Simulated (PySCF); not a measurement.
PbCl4: from a saddle point downhill

PySCF 2.14.0, RKS PBE0, Pb def2-SVP with ECP60, Cl def2-SVP; non-relativistic Hamiltonian with scalar-relativistic core potentials where named; density fitting; no spin-orbit coupling. Relaxed within the symmetry of its start, the geometry (D4h) is

```xyz
5

Pb    0.0000    0.0000    0.0000
Cl    2.4522    0.0000    0.0000
Cl    0.0000    2.4522    0.0000
Cl   -2.4522    0.0000    0.0000
Cl    0.0000   -2.4522    0.0000
```

and its lowest harmonic modes are -77, 97, 126, 126, 146, 291 cm⁻¹ (negative: unstable). It was moved along the lowest mode and relaxed again, within the group D2d that the move left.

Where does it end, and how much lower?

In Td, 1.266 eV lower, after 11 steps:
```xyz
5

Pb    0.0000    0.0000    0.0000
Cl    1.9651    0.0000    1.4005
Cl    0.0000    1.9651   -1.4005
Cl   -1.9651    0.0000    1.4005
Cl    0.0000   -1.9651   -1.4005
```

How do the contacts change?


```csv
contact,saddle (Å),end (Å)
Pb1–Cl2 (Cl),2.452,2.413
Pb1–Cl3 (Cl),2.452,2.413
Pb1–Cl4 (Cl),2.452,2.413
Pb1–Cl5 (Cl),2.452,2.413
```


Is the end a minimum?

Yes; lowest modes 75, 77, 95, 95, 96, 326 cm⁻¹.

State: singlet.
